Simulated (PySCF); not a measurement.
Computed shifts of a molecule C₂H₈N₂Si₂, KT2/pcSseg-1 run with PySCF, GIAO, gas phase, atoms alike by connectivity averaged where their shifts nearly agree, in ppm (number of nuclei): ¹³C: 213.1 (1), 39.9 (1). ¹⁵N: 482.4 (1), 51.8 (1). ²⁹Si: 8.6 (1), -8.7 (1). ¹H: 10.10 (1), 6.22 (1), 5.76 (1), 5.59 (1), 3.23 (3), 0.94 (1). References: ¹³C against TMS (σ = 185.1 ppm); ¹⁵N against NH3 (σ = 266.2 ppm); ²⁹Si against TMS (σ = 361.9 ppm); ¹H against TMS (σ = 31.47 ppm), references at their B3LYP-D3(BJ)/def2-TZVP geometries, non-relativistic. The structure is a stationary point at PBE0-D3(BJ)/def2-SVP. The values are those of a single conformer.

Which molecule gave these data?
A) N#CC[Si@H](N)[SiH3]
B) CN[Si@H]1C=N[SiH2]1
C) CC1=N[SiH2]N[SiH2]1
D) [SiH3]N1CN=C[SiH2]1

B, CN[Si@H]1C=N[SiH2]1
